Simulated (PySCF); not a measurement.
# Computed properties of C2H8BFN2, SMILES CN(C)B(N)F

C2H8BFN2, SMILES CN(B(N)F)C. Geometry optimised at B3LYP-D3(BJ)/def2-SVP. The values are those of a single conformer. All values are computed for the isolated molecule unless a solvent is named; none is compared with measurement here.

**Structure.** All 36 harmonic modes at B3LYP-D3(BJ)/def2-SVP (PySCF) are real, so it is a minimum. With heavy atoms numbered as in [B:1]([F:2])([NH2:3])[N:6]([CH3:7])[CH3:8], the shortest bond between them is B1–F2 at 1.356 Å and the longest N6–C7 at 1.447 Å.

**Vibrations.** The strongest infrared lines (harmonic, unscaled, degenerate partners summed) lie at 1602 cm⁻¹ (424 km/mol, H 52 %, N 27 %, B 21 %), 276 cm⁻¹ (167 km/mol, H 74 %, N 17 %), 1378 cm⁻¹ (163 km/mol, B 54 %, H 27 %, N 12 %). The softest mode is at 65 cm⁻¹ and the zero-point energy is 72.8 kcal/mol.

**Electronic structure.** ωB97X/def2-TZVP (PySCF) places the frontier levels at -8.79 and 2.78 eV, a gap of 11.57 eV, and gives a dipole moment of 2.08 D and a mean polarisability of 54.4 bohr³. PBE/def2-TZVP (PySCF) at the same geometry gives -5.08 and 0.03 eV, so its gap is 6.46 eV narrower. An orbital gap is neither the optical nor the fundamental gap.

**Excitations.** TDDFT-ωB97X/def2-SVPD (PySCF) has S1 at 6.39 eV (194 nm, f = 0.025, weak); the most intense of the 10 singlets computed lies at 8.21 eV (f = 0.31). T1 (TDA) is at 6.35 eV. TDDFT-PBE/def2-SVPD (PySCF) puts S1 at 4.84 eV. No vertical singlet excitation falls in the visible range (under 3.1 eV).

**NMR.** GIAO shifts at PBE0/pcSseg-1 (PySCF) (non-relativistic, atoms alike by connectivity averaged): ¹³C at 38.9 ppm against TMS; ¹H from 2.1 to 2.8 ppm against TMS; ¹⁹F at -158.3 ppm against CFCl3; ¹¹B at 9.1 ppm against BF3.
